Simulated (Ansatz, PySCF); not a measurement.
This singlet lies 0.94 eV below the relaxed triplet at the level frozen-core CCSD(T)/aug-cc-pVDZ // PBE0-D3(BJ)/def2-TZVPD (Ansatz, a first-principles code).

```xyz
6

O     -0.9709     0.9193    -0.1444
C     -0.9609    -0.2320     0.2676
Al     0.8717    -1.1832     0.9752
O      1.8105     0.2793     0.6510
H     -1.9832    -0.7488     0.2447
H      1.2328     0.9653     0.2911
```

Charge -1, multiplicity 1.

Question: Give the Mulliken and meta-Löwdin atomic charges from PySCF with PBE0-D3(BJ)/def2-TZVPD.

Answer: 
```tsv
atom	Mulliken (e)	meta-Löwdin (e)
O1	-0.52	-0.45
C2	-0.03	0.02
Al3	-0.55	-0.03
O4	-0.46	-0.83
H5	0.25	-0.01
H6	0.31	0.30
```
